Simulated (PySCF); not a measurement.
Al(All)(F)(OH) (C3H6AlFO), SMILES C=C[CH2][Al]([OH])[F].

Geometry: B3LYP-D3(BJ)/def2-SVP. The values are those of a single conformer.

The numbers are results of B3LYP-D3(BJ)/def2-SVP (PySCF), not measurements.

Frequencies are harmonic and unscaled.

```json
[
 {"mode": "1", "ν (cm⁻¹)": "36", "IR (km/mol)": "0.5", "Raman (Å⁴/amu)": "2.3", "depolarisation": "0.74", "moving atoms (share of kinetic energy)": "C 48 %, F 33 %, H 15 %"},
 {"mode": "2", "ν (cm⁻¹)": "45", "IR (km/mol)": "0.5", "Raman (Å⁴/amu)": "2.8", "depolarisation": "0.75", "moving atoms (share of kinetic energy)": "C 38 %, O 33 %, H 18 %"},
 {"mode": "3", "ν (cm⁻¹)": "139", "IR (km/mol)": "0.2", "Raman (Å⁴/amu)": "3.5", "depolarisation": "0.63", "moving atoms (share of kinetic energy)": "H 39 %, C 31 %, O 18 %"},
 {"mode": "4", "ν (cm⁻¹)": "199", "IR (km/mol)": "3.1", "Raman (Å⁴/amu)": "5.1", "depolarisation": "0.65", "moving atoms (share of kinetic energy)": "C 27 %, H 27 %, F 20 %, Al 16 %, O 10 %"},
 {"mode": "5", "ν (cm⁻¹)": "238", "IR (km/mol)": "50.3", "Raman (Å⁴/amu)": "1.4", "depolarisation": "0.69", "moving atoms (share of kinetic energy)": "F 33 %, O 24 %, Al 19 %, H 16 %, C 8 %"},
 {"mode": "6", "ν (cm⁻¹)": "287", "IR (km/mol)": "35.4", "Raman (Å⁴/amu)": "1.9", "depolarisation": "0.44", "moving atoms (share of kinetic energy)": "Al 60 %, H 14 %, C 11 %, F 8 %"},
 {"mode": "7", "ν (cm⁻¹)": "370", "IR (km/mol)": "161.1", "Raman (Å⁴/amu)": "0.8", "depolarisation": "0.75", "moving atoms (share of kinetic energy)": "H 86 %, O 12 %"},
 {"mode": "8", "ν (cm⁻¹)": "412", "IR (km/mol)": "2.1", "Raman (Å⁴/amu)": "2.8", "depolarisation": "0.44", "moving atoms (share of kinetic energy)": "H 54 %, C 46 %"},
 {"mode": "9", "ν (cm⁻¹)": "551", "IR (km/mol)": "43.7", "Raman (Å⁴/amu)": "10.5", "depolarisation": "0.09", "moving atoms (share of kinetic energy)": "H 47 %, C 36 %"},
 {"mode": "10", "ν (cm⁻¹)": "571", "IR (km/mol)": "104.1", "Raman (Å⁴/amu)": "6.3", "depolarisation": "0.08", "moving atoms (share of kinetic energy)": "H 56 %, O 29 %, F 8 %"},
 {"mode": "11", "ν (cm⁻¹)": "686", "IR (km/mol)": "30.2", "Raman (Å⁴/amu)": "8.6", "depolarisation": "0.48", "moving atoms (share of kinetic energy)": "H 60 %, C 34 %"},
 {"mode": "12", "ν (cm⁻¹)": "711", "IR (km/mol)": "34.5", "Raman (Å⁴/amu)": "8.5", "depolarisation": "0.35", "moving atoms (share of kinetic energy)": "H 59 %, C 32 %"},
 {"mode": "13", "ν (cm⁻¹)": "841", "IR (km/mol)": "119.7", "Raman (Å⁴/amu)": "1.5", "depolarisation": "0.74", "moving atoms (share of kinetic energy)": "Al 42 %, F 28 %, O 13 %, H 12 %"},
 {"mode": "14", "ν (cm⁻¹)": "912", "IR (km/mol)": "38.9", "Raman (Å⁴/amu)": "2.0", "depolarisation": "0.75", "moving atoms (share of kinetic energy)": "H 72 %, C 28 %"},
 {"mode": "15", "ν (cm⁻¹)": "928", "IR (km/mol)": "14.1", "Raman (Å⁴/amu)": "1.6", "depolarisation": "0.40", "moving atoms (share of kinetic energy)": "C 51 %, H 42 %"},
 {"mode": "16", "ν (cm⁻¹)": "936", "IR (km/mol)": "124.0", "Raman (Å⁴/amu)": "2.6", "depolarisation": "0.27", "moving atoms (share of kinetic energy)": "Al 44 %, O 26 %, F 14 %, C 8 %"},
 {"mode": "17", "ν (cm⁻¹)": "1008", "IR (km/mol)": "13.8", "Raman (Å⁴/amu)": "0.8", "depolarisation": "0.75", "moving atoms (share of kinetic energy)": "H 78 %, C 19 %"},
 {"mode": "18", "ν (cm⁻¹)": "1032", "IR (km/mol)": "20.1", "Raman (Å⁴/amu)": "0.6", "depolarisation": "0.58", "moving atoms (share of kinetic energy)": "H 89 %, C 11 %"},
 {"mode": "19", "ν (cm⁻¹)": "1091", "IR (km/mol)": "51.7", "Raman (Å⁴/amu)": "51.3", "depolarisation": "0.33", "moving atoms (share of kinetic energy)": "H 65 %, C 34 %"},
 {"mode": "20", "ν (cm⁻¹)": "1196", "IR (km/mol)": "18.5", "Raman (Å⁴/amu)": "7.3", "depolarisation": "0.70", "moving atoms (share of kinetic energy)": "H 63 %, C 37 %"},
 {"mode": "21", "ν (cm⁻¹)": "1312", "IR (km/mol)": "1.0", "Raman (Å⁴/amu)": "19.5", "depolarisation": "0.38", "moving atoms (share of kinetic energy)": "H 80 %, C 20 %"},
 {"mode": "22", "ν (cm⁻¹)": "1410", "IR (km/mol)": "5.0", "Raman (Å⁴/amu)": "16.6", "depolarisation": "0.58", "moving atoms (share of kinetic energy)": "H 90 %, C 10 %"},
 {"mode": "23", "ν (cm⁻¹)": "1437", "IR (km/mol)": "5.0", "Raman (Å⁴/amu)": "10.1", "depolarisation": "0.48", "moving atoms (share of kinetic energy)": "H 84 %, C 16 %"},
 {"mode": "24", "ν (cm⁻¹)": "1690", "IR (km/mol)": "26.1", "Raman (Å⁴/amu)": "51.5", "depolarisation": "0.19", "moving atoms (share of kinetic energy)": "C 85 %, H 15 %"},
 {"mode": "25", "ν (cm⁻¹)": "3054", "IR (km/mol)": "3.7", "Raman (Å⁴/amu)": "105.0", "depolarisation": "0.17", "moving atoms (share of kinetic energy)": "H 95 %"},
 {"mode": "26", "ν (cm⁻¹)": "3117", "IR (km/mol)": "1.7", "Raman (Å⁴/amu)": "81.5", "depolarisation": "0.75", "moving atoms (share of kinetic energy)": "H 91 %, C 9 %"},
 {"mode": "27", "ν (cm⁻¹)": "3129", "IR (km/mol)": "10.8", "Raman (Å⁴/amu)": "46.8", "depolarisation": "0.28", "moving atoms (share of kinetic energy)": "H 94 %"},
 {"mode": "28", "ν (cm⁻¹)": "3136", "IR (km/mol)": "5.7", "Raman (Å⁴/amu)": "139.0", "depolarisation": "0.19", "moving atoms (share of kinetic energy)": "H 92 %, C 8 %"},
 {"mode": "29", "ν (cm⁻¹)": "3231", "IR (km/mol)": "8.5", "Raman (Å⁴/amu)": "89.4", "depolarisation": "0.61", "moving atoms (share of kinetic energy)": "H 89 %, C 11 %"},
 {"mode": "30", "ν (cm⁻¹)": "3922", "IR (km/mol)": "96.7", "Raman (Å⁴/amu)": "167.8", "depolarisation": "0.29", "moving atoms (share of kinetic energy)": "H 94 %"}
]
```
